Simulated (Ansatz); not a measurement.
Abridged output of a molecular run in Ansatz:

```
Functional definition: HF
1815 factors; integrals over basis functions are off by at most 1.3e-3 eV
mean field evaluation 1: about -17331.9563 eV, gradient 3.7e1 eV
mean field evaluation 2: about -17332.2100 eV, gradient 3.8e1 eV
mean field evaluation 4: about -17336.7424 eV, gradient 5.1e0 eV
mean field evaluation 8: about -17336.8405 eV, gradient 2.6e-1 eV
mean field evaluation 16: about -17336.8408 eV, gradient 1.2e-6 eV
mean field -17336.84081069 eV, -637.1171484602 hartree, gradient 1.2e-6 eV, S^2 0.000000; 0 other end points of the search recorded, 0 dependent functions left out
13 core orbitals not correlated: weight in the atoms' cores, before any rotation towards them, 1.000 or more for the frozen orbitals, at most 0.000 for the correlated occupied ones
reference -17336.84081069 eV, -637.1171484602 hartree; 14, 14 occupied and 290, 290 virtual orbitals, 1815 factors
second order -18.40280297 eV of doubles, -0.00000000 eV of singles
cycle   1  -19.55774468 eV  change    -1.2e0 eV  update   1.0e-1
cycle   2  -20.17252632 eV  change   -6.1e-1 eV  update   3.1e-2
cycle   3  -20.25308241 eV  change   -8.1e-2 eV  update   1.3e-2
cycle   4  -20.24376191 eV  change    9.3e-3 eV  update   4.2e-3
cycle   5  -20.24326382 eV  change    5.0e-4 eV  update   2.0e-3
cycle   6  -20.24306858 eV  change    2.0e-4 eV  update   6.6e-4
cycle   7  -20.24297994 eV  change    8.9e-5 eV  update   2.3e-4
cycle   8  -20.24307567 eV  change   -9.6e-5 eV  update   9.1e-5
cycle   9  -20.24308714 eV  change   -1.1e-5 eV  update   2.9e-5
perturbative correction -0.80348215 eV, -0.0295274243 hartree
Total energy: -17357.88737998 eV, -637.8905956156 hartree
```

Its atoms:

```xyz
15

B    -0.2801    1.6833    0.1168
C    -0.4039    0.1933   -0.0151
C    -1.6125   -0.5759    0.5095
Al    1.3488   -0.1977    0.9854
Si    0.5342   -0.4869   -1.4633
H    -1.0333    2.3138    0.8087
H     0.6206    2.2678   -0.4285
H    -2.0482   -0.0585    1.3676
H    -2.3949   -0.6473   -0.2519
H    -1.3726   -1.5965    0.8205
H     2.4512    0.8876    1.3021
H     1.3168   -1.6475    1.6219
H     0.7570    0.3884   -2.6352
H     1.9645   -0.6630   -0.8692
H     0.1524   -1.8610   -1.8693
```

Q: Which basis set was used?
A. def2-QZVPP
B. def2-TZVPP
C. cc-pV(D+d)Z
D. def2-SVPD

A: B. It gives 317 functions.

Q: Write the keys of the input that set method, charge and spin (a neutral closed shell needs none for the last two).

A: 
```yaml
correlation: {method: ccsd_t}
```
